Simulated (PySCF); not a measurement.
Gas-phase reaction: 2 Ga(OH)₃ = Ga₂H₆ + 3 O₂

Energies from PySCF, thermal terms from the rigid-rotor harmonic-oscillator model, ideal gas at 1 bar. † marks an energy on the PBE0/def2-TZVP geometry and frequencies; other levels use their own. CCSD(T) freezes the core. 6-31G* has spherical d functions here. Open shells (unrestricted): O₂ (multiplicity 3); the rest are closed-shell singlets. B3LYP is the form with VWN-RPA correlation. Ga: all electrons, no relativistic terms. Ga(OH)₃, Ga₂H₆: computed as isolated molecules; such fragments, hydroxides, amides, oligomers or adducts are transient or little studied in the gas. CCSD(T) isn't extrapolated to the basis-set limit; its ΔH°(298 K) is 1490.6 kJ in def2-SVP and 1616.6 kJ in def2-TZVPP. The harmonic model lacks anharmonicity and excited electronic states, which grow with temperature; levels with a mode under 35 cm⁻¹ are left out.

```csv
level,"ΔE electronic, kJ","ΔH°(298 K), kJ","ΔS°(298 K), J/K","ΔG°(2500 K), kJ"
B3LYP/def2-TZVP†,1562,1496,279,842
CCSD(T)/def2-SVP†,1557,1491,279,836
CCSD(T)/def2-TZVPP†,1683,1617,279,962
HF/6-31G*,1337,1267,286,596
HF/def2-TZVP†,1464,1398,279,743
M06-2X/def2-TZVP†,1729,1663,279,1009
PBE0/def2-SVP†,1495,1428,279,774
PBE0/def2-TZVP,1554,1488,279,834
r2SCAN/def2-TZVP†,1546,1480,279,825
LDA/def2-TZVP†,1665,1599,279,944
ωB97X-V/def2-TZVP†,1575,1509,279,855
```
ΔH° is lowest at HF/6-31G* and highest at M06-2X/def2-TZVP†. No reference value is set beside these.
